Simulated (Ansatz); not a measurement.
Stepwise reaction of `[OH][Y]([OH])[F]` with hydrogen fluoride, as a gas-phase model of exchange steps in deposition or etching. ΔE in kJ/mol; ΔG adds harmonic PBE0-D4 terms to CCSD(T)/CBS, at 1 bar.

Program: Ansatz. Geometries: PBE0-D4/def2-TZVP. ΔE: electronic, gas phase. CCSD(T)/CBS adds triple-zeta CCSD(T) − MP2 to the extrapolated MP2 energy (def2 sets, frozen cores). This one scheme is used for every species. DFT in def2-TZVPP. B3LYP here is the variant with VWN-RPA as its local correlation; programs differ in this. Elements past krypton have def2 core potentials. For Y outer-core shells are correlated without core-valence functions, which leaves a few kJ/mol of doubt a bond. One conformer a species, not always the lowest.

| step | reaction | PBE-D4 | B3LYP-D4 | ωB97M-V | CCSD(T)/CBS | ΔG(600 K) |
| --- | --- | --- | --- | --- | --- | --- |
| 1 | `[OH][Y]([OH])[F]` + H–F → `[OH][Y]([F])[F]` + H₂O | -60.0 | -58.5 | -57.1 | -54.1 | -54.4 |
| 2 | `[OH][Y]([F])[F]` + H–F → `[F][Y]([F])[F]` + H₂O | -57.1 | -55.1 | -54.1 | -51.6 | -46.7 |

Task: By hand: ΔE of the 2 steps together at CCSD(T)/CBS.

Result: (-54.1) + (-51.6) = -105.7 kJ/mol, or -52.9 kJ/mol a step.

In ΔE the steps differ by no more than 2.5 kJ/mol. All are downhill at CCSD(T)/CBS. ΔG lies between -54.4 and -46.7 kJ/mol a step. PBE-D4 differs from CCSD(T)/CBS by -5.9 to -5.5 kJ/mol a step. Isolated molecules leave out the surface, adducts and barriers. Largest T1 diagnostic: 0.015.
